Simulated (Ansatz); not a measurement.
The same path of H$_{4}$O$_{3}$Si (8 atoms, charge 0, multiplicity 1) was run twice with different band settings. Lost on the way: Si1–H2, Si1–O3. Made: H2–O3.

All numbers below come from RKS PBE0-D4/6-31G* in Ansatz.

Relaxed end points:

```xyz
8
Properties=species:S:1:pos:R:3
Si -0.047 -0.120 0.411
H 0.091 0.125 1.863
O 1.376 -0.672 -0.234
H 2.165 -0.162 -0.019
O -0.558 1.323 -0.193
H -0.919 1.279 -1.087
O -1.140 -1.290 0.022
H -0.737 -2.132 -0.223
```

```xyz
8
Properties=species:S:1:pos:R:3
Si -0.914 0.052 0.634
H 1.626 -0.271 1.567
O 1.345 0.065 0.703
H 1.357 -0.700 0.100
O -0.977 1.338 -0.422
H -0.725 1.123 -1.332
O -0.565 -1.201 -0.498
H -0.917 -2.054 -0.213
```

Common settings: movable images 9; climbing image yes; spring 5.0 eV/Å²; optimiser quadratic models (default); start path through a guess of the saddle point; force threshold 0.05 eV/Å; end points relaxed.

| run | iteration limit |
| --- | --- |
| 1 | 60 |
| 2 | 10 |

Task: What does each run give, and how far can it be trusted?

Result: Run 1: converged after 28 iterations, highest image 3.453 eV above the first end. The profile has 2 maxima (images 2, 7) with wells between them (image 4): this band takes more than one step, which may be the mechanism or a detour left from its start path. Neighbouring images differ by up to 2.0 eV, so the band resolves the path poorly. A vibrational analysis at the climbing image gives one clearly imaginary mode, 1458i cm⁻¹: a first-order saddle point.
Run 2: not converged after 10 iterations, highest image 3.288 eV above the first end. The band didn't meet its force threshold, so its energies are provisional: the largest band force was still 1.01 eV/Å, and over the last iterations the top moved between 3.27 and 3.33 eV.
The orbitals stay closed-shell, which can raise the energy where a bond breaks towards radicals; this wasn't checked here.
